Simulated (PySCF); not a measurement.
**RuCl: from constants to spectrum**

UHF-CCSD(T) constants of RuCl, ⁴Δ (quartet), unpaired electrons π ↑↑, δ ↑ (PySCF, scalar-relativistic core potentials, basis sets Ru def2-TZVPP with ECP28, Cl def2-TZVPP; masses 101.9043 and 34.9689 u):

```
ωe                      : 364.5 cm⁻¹
ωexe                    : 1.3 cm⁻¹
Be                      : 0.13097 cm⁻¹
αe                      : 0.000658 cm⁻¹
D (centrifugal)         : 6.76e-08 cm⁻¹
De to Ru (4d7 5s1) + Cl : 3.43 eV
```

Question: Give the vibrational terms G(v) and spacings up to v = 6.

Answer: G(v) = ωe(v+½) − ωexe(v+½)².

```
v  G(v) (cm⁻¹)  G(v) − G(v−1)  Bv (cm⁻¹)
0        181.9                    0.1306
1        543.8          361.9     0.1300
2        903.1          359.3     0.1293
3       1259.8          356.7     0.1287
4       1613.9          354.1     0.1280
5       1965.4          351.5     0.1274
6       2314.3          348.9     0.1267
```

Question: How well does the Morse estimate ωe²/(4ωexe) reproduce De, and what is D0?

Answer: It gives 3.17 eV, 92 % of the computed De. D0 = De − G(0) = 3.43 − 0.02 = 3.41 eV.

Correlated steps freeze 5 core orbitals. These are scalar-relativistic numbers at best; spin–orbit coupling would shift them, the dissociation energy most. With d or f electrons several states lie close, and the lowest PBE0 determinant need not be the measured ground state.
